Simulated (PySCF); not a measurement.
**C₆ coefficients of unlike pairs at UHF**

Calculated with PySCF 2.14 from the dipole response of each species, C₆(A,B) = (3/π) ∫ α_A(iu) α_B(iu) du, in atomic units, from isotropic polarisabilities. For ions this is the dispersion term alone; charge-induced terms of lower order in 1/R come first.

```json
{"species": "Br+", "configuration": "[Ar] 3d10 4s2 4p4 (3P)", "basis": "aug-cc-pVTZ-DK (7s6p4d2f)", "relativity": "spin-free X2C", "α (bohr³)": "12.26", "C₆ (like pair)": "75.21"}
{"species": "Co", "configuration": "[Ar] 3d7 4s2 (4F)", "basis": "x2c-QZVPPall with one added diffuse shell each of s, p, d, f, g type (12s8p6d5f3g)", "relativity": "spin-free X2C", "α (bohr³)": "70.44", "C₆ (like pair)": "642.0"}
{"species": "Os", "configuration": "[Xe] 4f14 5d6 6s2 (5D)", "basis": "def2-QZVPPD with the def2 core potential (60 electrons) (7s5p4d4f2g)", "relativity": "core potential", "α (bohr³)": "76.04", "C₆ (like pair)": "866.2"}
{"species": "Ba+", "configuration": "[Xe] 6s1 (2S)", "basis": "aug-cc-pwCVTZ-X2C (11s10p8d4f)", "relativity": "spin-free X2C", "α (bohr³)": "173.2", "C₆ (like pair)": "2075"}
```

(1) Estimate C₆ for Co with Br+.

No spin-orbit coupling is included.

The other pairs:

| pair | C₆ |
| --- | --- |
| Ba+, Br+ | 291.1 |
| Os, Br+ | 230.9 |
| Os, Co | 739.8 |
| Ba+, Co | 1112 |
| Ba+, Os | 1260 |

Results:

(1) The integral gives 185.9. The combination rule 2 C_A C_B / (C_A α_B/α_A + C_B α_A/α_B) gives 177.6 and the geometric mean 219.7.
